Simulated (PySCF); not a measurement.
Compound: C6H11ClF (doublet state).
Geometry (GFN2-xTB, Å), atoms numbered from 1 in this order:
```
atom  x, y, z in Å
C1     2.7250   -0.3181   -0.9425
C2     1.8022    0.0740    0.2044
C3     0.3437   -0.2359   -0.1238
C4    -0.6047    0.2220    0.9999
F5    -0.5370    1.6067    1.0800
C6    -2.0170   -0.1793    0.7701
C7    -2.8658    0.4527   -0.2649
Cl8   -2.4772   -1.7059    1.3802
H9     2.4763    0.2417   -1.8411
H10    2.6329   -1.3796   -1.1619
H11    3.7598   -0.1084   -0.6841
H12    1.9025    1.1419    0.4060
H13    2.0909   -0.4678    1.1082
H14    0.2086   -1.3096   -0.2634
H15    0.0523    0.2751   -1.0430
H16   -0.2453   -0.1544    1.9666
H17   -3.9121    0.4485    0.0393
H18   -2.5397    1.4796   -0.4127
H19   -2.8053   -0.0740   -1.2249
```

The hyperfine couplings belong to this conformer and change with its torsions.

As a line formula: `CCC[C@@H](F)[C](C)Cl` [radical].

Level of theory: PySCF, UKS B3LYP, pcH-1 on C Cl F H, non-relativistic, mean-field spin-orbit, GIAO. One conformer (not necessarily the lowest) at the GFN2-xTB geometry, without solvent, vibrations or thermal averaging. The geometry wasn't refined by DFT: couplings that depend on bond lengths, twists or pyramidal angles can differ widely from those at the functional's own minimum. Stability of the SCF solution: not tested.

Principal values of hyperfine tensors in MHz (contact, dipolar and spin–orbit terms together), for some of the nuclei:

| atom | isotope | A1 | A2 | A3 |
| --- | --- | --- | --- | --- |
| H19 | 1H | 127.52 | 129.14 | 139.77 |
| F5 | 19F | 45.39 | 49.45 | 127.00 |
| H17 | 1H | 51.51 | 51.70 | 65.81 |
| C3 | 13C | 35.90 | 36.24 | 50.72 |
| C4 | 13C | -33.84 | -33.39 | -27.01 |
| H16 | 1H | 24.06 | 25.79 | 39.91 |
| C7 | 13C | -27.72 | -26.55 | -22.89 |
| H18 | 1H | 7.40 | 8.36 | 21.97 |

**Question.** Split each tensor into its isotropic and traceless parts, and turn a_iso into mT with g = 2.0052.

**Answer.** a_iso = (A1 + A2 + A3)/3, Ti = Ai − a_iso; 1 mT corresponds to 28.065 MHz. The tensors hold a spin–orbit part: the run splits a_iso into a_FC + a_SO, and T includes its anisotropic share.

| atom | a_iso (MHz) | a_FC | a_SO | a_iso (mT) | T1 | T2 | T3 |
| --- | --- | --- | --- | --- | --- | --- | --- |
| H19 | 132.14 | 132.13 | 0.01 | 4.708 | -4.62 | -3.01 | 7.63 |
| F5 | 73.95 | 73.72 | 0.23 | 2.635 | -28.56 | -24.50 | 53.05 |
| H17 | 56.34 | 56.32 | 0.02 | 2.007 | -4.83 | -4.64 | 9.47 |
| C3 | 40.95 | 40.97 | -0.02 | 1.459 | -5.05 | -4.71 | 9.76 |
| C4 | -31.42 | -31.41 | -0.01 | -1.119 | -2.42 | -1.98 | 4.40 |
| H16 | 29.92 | 29.91 | 0.01 | 1.066 | -5.86 | -4.13 | 9.99 |
| C7 | -25.72 | -25.75 | 0.03 | -0.916 | -2.00 | -0.83 | 2.83 |
| H18 | 12.58 | 12.57 | 0.01 | 0.448 | -5.18 | -4.22 | 9.40 |

**Question.** What spin density at the nucleus of C4 lies behind its contact coupling (g_N = 1.40482)?

**Answer.** a_FC = 800.24 MHz bohr³ × g_N × ρ(0)/(2S). With a_FC = -31.41 MHz and 2S = 1, ρ(0) = -0.02794 bohr⁻³.

**Question.** C6 (13C, g_N = 1.40482) isn't in the table. Its spin density at the nucleus is 0.1237 bohr⁻³. What is its contact coupling?

**Answer.** By the same relation, a_FC = 139.1 MHz. The spin–orbit term adds +0.48 MHz. Its full tensor has the principal values 58.13, 59.53, 301.09 MHz.

**Question.** Name the largest traceless tensor T of the table and describe it.

**Answer.** F5: -28.6, -24.5, 53.1 MHz (the dipolar term alone has -28.8, -24.5, 53.3), nearly axial, close to the ratio −1:−1:+2.

**Question.** In a single crystal, with the field along each principal axis of the tensor of H17 in turn, what first-order splitting does this nucleus give (isotropic g, quadrupole terms neglected)?

**Answer.** 2 lines (I = 1/2), spaced by |A_i|/(g × 13.996): 1.84, 1.84, 2.34 mT along the axes of A1, A2 and A3.
